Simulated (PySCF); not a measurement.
**Identify the compound**

An unknown has the formula C$_{2}$Cl$_{2}$F$_{4}$. Its calculated NMR data are:

$^{13}$C{$^{1}$H} NMR (computed): δ 137.6 (C).

- NMR shieldings at PBE0/pcSseg-2/GIAO
- geometry from PBE0-D3(BJ)/def2-TZVP
- code: PySCF 2.14.0 with density-fitted response routines
- a single conformation, no solvent, non-relativistic Hamiltonian, averaged over atoms made equivalent by symmetry, fast rotation or ring inversion

References, each an isolated molecule treated in the same way: $^{13}$C vs TMS.

Q: What is the structure?

A: 
The formula gives 0 degrees of unsaturation. 1 carbon signal for 2 carbons: some carbons are equivalent by symmetry or fast rotation. Carbon types of the structure: 2 × C. δC 137.6: fully substituted sp3 carbon bonded to Cl and 2 F; 3 electronegative neighbours deshield it.

Structure: 1,2-Dichloro-1,1,2,2-tetrafluoroethane (SMILES FC(F)(Cl)C(F)(F)Cl).

This is the structure that produced the data.

Carbons that carry Cl, above all several Cl atoms, come out too deshielded, partly because spin–orbit coupling is missing. Splittings by $^{19}$F in the carbon and heteronuclear signals aren't shown, as no couplings were computed. Shifts are as computed. Against solution values, carbons near 30 ppm lie about +3 ppm off and those near 130 ppm about +9 ppm; carbons on Cl a further +4 ppm. Of 1211 compounds with measured shifts, 218 miss one by over three times the rms of a fit or turn the order of signals round; such compounds aren't used in these exercises.
